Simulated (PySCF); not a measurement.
**Atomic charges against the basis set**

Compound: C2H7AlOSi.
Bonds: C1–C2, C2–Si3, Si3–O4, O4–Al5, C1–Al5. Hydrogens: H6, H7 on C1; H8, H9 on C2; H10, H11 on Si3; H12 on Al5.

PBE0 throughout (PySCF), one geometry, spherical d and f functions. One conformer (not necessarily the lowest) at the PBE0-D3(BJ)/def2-SVP geometry, without solvent, vibrations or thermal averaging. Atoms taken as equivalent share a column and are averaged. The first 7 of 9 kinds of atom are listed.

Mulliken charges (e):

| basis | functions | C1 | C2 | Si3 | O4 | Al5 | H6/H7 | H8/H9 |
| --- | --- | --- | --- | --- | --- | --- | --- | --- |
| STO-3G | 40 | -0.356 | -0.316 | +0.666 | -0.508 | +0.807 | +0.044 | +0.057 |
| 6-31G | 67 | -0.707 | -0.655 | +0.971 | -0.946 | +0.972 | +0.196 | +0.198 |
| pcSseg-0 | 67 | -1.027 | -0.992 | +1.099 | -0.992 | +1.275 | +0.263 | +0.269 |
| 6-31G* | 92 | -0.593 | -0.571 | +0.731 | -0.706 | +0.667 | +0.189 | +0.190 |
| cc-pVDZ | 113 | -0.258 | -0.213 | +0.522 | -0.584 | +0.554 | +0.059 | +0.057 |
| def2-SVP | 113 | -0.406 | -0.321 | +0.649 | -0.623 | +0.782 | +0.071 | +0.072 |
| aug-cc-pVDZ | 186 | +0.177 | +0.338 | +0.244 | -0.994 | +0.330 | -0.185 | -0.250 |
| 6-311+G(2d,p) | 193 | -0.757 | -0.536 | +0.851 | -1.016 | +1.090 | +0.159 | +0.156 |
| def2-TZVP | 209 | -0.450 | -0.338 | +0.389 | -0.441 | +0.497 | +0.134 | +0.126 |
| cc-pVTZ | 256 | -0.311 | -0.276 | +0.394 | -0.387 | +0.386 | +0.099 | +0.098 |
| IGLO-III | 263 | -0.612 | -0.512 | +1.037 | -0.877 | +0.961 | +0.153 | +0.152 |

IAO charges (e):

```json
{"basis": "STO-3G", "functions": "40", "C1": "-0.604", "C2": "-0.508", "Si3": "+0.849", "O4": "-0.784", "Al5": "+1.112", "H6/H7": "+0.114", "H8/H9": "+0.119"}
{"basis": "6-31G", "functions": "67", "C1": "-0.614", "C2": "-0.536", "Si3": "+0.823", "O4": "-0.826", "Al5": "+0.911", "H6/H7": "+0.155", "H8/H9": "+0.153"}
{"basis": "pcSseg-0", "functions": "67", "C1": "-0.628", "C2": "-0.553", "Si3": "+0.840", "O4": "-0.823", "Al5": "+0.935", "H6/H7": "+0.155", "H8/H9": "+0.155"}
{"basis": "6-31G*", "functions": "92", "C1": "-0.607", "C2": "-0.540", "Si3": "+0.956", "O4": "-0.882", "Al5": "+0.973", "H6/H7": "+0.145", "H8/H9": "+0.143"}
{"basis": "cc-pVDZ", "functions": "113", "C1": "-0.608", "C2": "-0.538", "Si3": "+0.948", "O4": "-0.876", "Al5": "+0.966", "H6/H7": "+0.146", "H8/H9": "+0.143"}
{"basis": "def2-SVP", "functions": "113", "C1": "-0.607", "C2": "-0.537", "Si3": "+0.965", "O4": "-0.877", "Al5": "+0.983", "H6/H7": "+0.142", "H8/H9": "+0.141"}
{"basis": "aug-cc-pVDZ", "functions": "186", "C1": "-0.618", "C2": "-0.546", "Si3": "+0.951", "O4": "-0.888", "Al5": "+0.981", "H6/H7": "+0.149", "H8/H9": "+0.146"}
{"basis": "6-311+G(2d,p)", "functions": "193", "C1": "-0.627", "C2": "-0.557", "Si3": "+0.985", "O4": "-0.905", "Al5": "+1.002", "H6/H7": "+0.150", "H8/H9": "+0.148"}
{"basis": "def2-TZVP", "functions": "209", "C1": "-0.628", "C2": "-0.560", "Si3": "+0.996", "O4": "-0.908", "Al5": "+1.007", "H6/H7": "+0.149", "H8/H9": "+0.147"}
{"basis": "cc-pVTZ", "functions": "256", "C1": "-0.626", "C2": "-0.557", "Si3": "+0.982", "O4": "-0.901", "Al5": "+0.999", "H6/H7": "+0.150", "H8/H9": "+0.148"}
{"basis": "IGLO-III", "functions": "263", "C1": "-0.629", "C2": "-0.559", "Si3": "+0.994", "O4": "-0.908", "Al5": "+1.008", "H6/H7": "+0.150", "H8/H9": "+0.148"}
```

Some averages cover members that differ in this geometry, most widely: H6/H7, Mulliken in aug-cc-pVDZ -0.238 to -0.132; H8/H9, Mulliken in IGLO-III +0.139 to +0.166; H6/H7, Mulliken in 6-311+G(2d,p) +0.145 to +0.172 e.

**Question.** Which scheme is steadiest as the basis changes?

**Answer.** Largest range over the bases for any column: IAO 0.20 e, Mulliken 1.33 e. IAO charges move least and Mulliken charges most, counted in e. Without the minimal STO-3G basis the ranges are IAO 0.17, Mulliken 1.33 e.

**Question.** How much do the charges still move between the two largest bases, cc-pVTZ and IGLO-III?

**Answer.** At most, over all atoms: Mulliken 0.643 e, IAO 0.012 e.

**Question.** What do the same runs give for the total energy, the frontier levels and the dipole moment?

**Answer.** 
| basis | energy (Eh) | HOMO (eV) | LUMO (eV) | μ (D) |
| --- | --- | --- | --- | --- |
| STO-3G | -679.0026 | -3.98 | 4.99 | 0.82 |
| 6-31G | -687.0938 | -7.66 | -0.81 | 2.56 |
| pcSseg-0 | -686.2719 | -7.90 | -0.74 | 2.08 |
| 6-31G* | -687.1975 | -7.43 | -0.69 | 1.97 |
| cc-pVDZ | -687.2308 | -7.52 | -0.79 | 1.95 |
| def2-SVP | -686.9541 | -7.55 | -0.73 | 1.87 |
| aug-cc-pVDZ | -687.2471 | -7.56 | -0.94 | 1.88 |
| 6-311+G(2d,p) | -687.3037 | -7.57 | -0.92 | 1.91 |
| def2-TZVP | -687.3227 | -7.53 | -0.83 | 1.86 |
| cc-pVTZ | -687.3183 | -7.52 | -0.84 | 1.85 |
| IGLO-III | -687.3266 | -7.54 | -0.78 | 1.85 |

The dipole is fixed by the density alone, so its range of 1.74 D shows that the density itself changes with the basis, not only its division among atoms.
